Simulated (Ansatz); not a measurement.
Molecule: HfF$_{3}$, charge 1, multiplicity 1. The spin state was set by rule; other spins were not relaxed. SMILES of the parent species: [F][Hf]([F])[F]
Coordinates optimised at B3LYP-D3(BJ)/def2-TZVP (Ansatz, an electronic-structure program):
```
Hf
F 1 1.8520
F 1 1.8520 2 108.76
F 1 1.8520 2 108.76 3 118.31
```
Charge +1, spin multiplicity 1.

Give the harmonic wavenumbers at B3LYP-D3(BJ)/def2-TZVP (Ansatz, finite differences of forces, unscaled).

133, 181, 181, 719, 719, 742 cm⁻¹. Zero-point energy 3.8 kcal/mol.

From these and the geometry, give the ideal-gas thermochemistry at 298.15 K and 1 atm (rigid rotor, harmonic oscillator).

Point group C3v, rotational symmetry number 3. Rotational constants 4.871, 4.871, 2.934 GHz. S(trans) 42.27, S(rot) 23.75, S(vib) 8.36, S(elec, spin only) 0.00, S 74.4 cal/(mol K). H(298) - H(0) 3.73 kcal/mol; G - E(el) -14.6 kcal/mol.
